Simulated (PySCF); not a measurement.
## Assigning NMR signals

Bonds (- single, = double, # triple, : aromatic): O1=P2, P2-C3, C3-C4, C4-C5, C5:C6, C6:C7, C7:C8, C8:C9, C9:C10, C4-P2, C10:C5. P2 carries H11; C3 carries H12, H13; C4 carries H14; C6 carries H15; C7 carries H16; C8 carries H17; C9 carries H18; C10 carries H19. Stereochemistry as in O=[P@@H]1C[C@@H]1c1ccccc1. H12 is cis to O1 on the ring; H13 is trans to O1 on the ring.

Theoretical values (PySCF 2.14): shielding tensors at HF/pcSseg-1 (GIAO), structure optimised with PBE0-D3(BJ)/def2-SVP. Isolated molecule, non-relativistic, one averaged value for each set of equivalent atoms, a single conformation.

Shifts are taken against calculated references (same method and geometry level): $^{13}$C and $^{1}$H vs TMS.

(1) Assign these signals to the numbered atoms. $^{13}$C{$^{1}$H} NMR (computed): δ 145.4 (C), 136.6 (CH), 135.5 (CH), 134.2 (CH), 16.9 (CH), 13.3 (CH2).

(2) Assign these signals to the numbered atoms. $^{1}$H NMR (300 MHz, computed): δ 7.73 (m, 2H), 7.57 (m, 2H), 7.46 (m, 1H), 6.32 (m, 1H), 1.61 (m, 1H), 1.45 (m, 1H), 1.36 (m, 1H).

Answers

(1) 
```tsv
δ (ppm)	atoms	environment	reason
145.4	C5	substituted aromatic carbon	–
136.6	C7/C9	aromatic CH	the aromatic region
135.5	C6/C10	aromatic CH	–
134.2	C8	aromatic CH	–
16.9	C4	three-membered-ring carbon	carbons of three-membered rings are unusually shielded
13.3	C3	three-membered-ring carbon	–
```

C7/C9 and C6/C10; C6/C10 and C8 lie closer than the usual error of such a calculation, so a measured spectrum could show them in the other order.

(2) 
| δ (ppm) | atoms | environment | reason |
| --- | --- | --- | --- |
| 7.73 | H15/H19 | hydrogen on an aromatic CH | the ring current deshields protons in the ring plane |
| 7.57 | H16/H18 | hydrogen on an aromatic CH | – |
| 7.46 | H17 | hydrogen on an aromatic CH | – |
| 6.32 | H11 | hydrogen on a phosphorus bonded to 2 C, O, in a 3-membered ring | – |
| 1.61 | H14 | hydrogen on a three-membered-ring carbon | – |
| 1.45 | H12 | hydrogen on a three-membered-ring carbon | cyclopropane-type protons are shielded by the ring |
| 1.36 | H13 | hydrogen on a three-membered-ring carbon | – |

H16/H18 and H17; H12 and H13 lie closer than the usual error of such a calculation, so a measured spectrum could show them in the other order.

Splittings by $^{31}$P in the carbon and heteronuclear signals aren't shown, as no couplings were computed. Shifts are as computed. Against solution values, carbons near 30 ppm lie about -0 ppm off and those near 130 ppm about +7 ppm. Of 1313 compounds with measured shifts, 239 miss one by over three times the rms of a fit or turn the order of signals round; such compounds aren't used in these exercises. Multiplicities follow the n + 1 count of equivalent neighbours, as no J values were calculated; m marks all less simple cases, F and P coupling included.
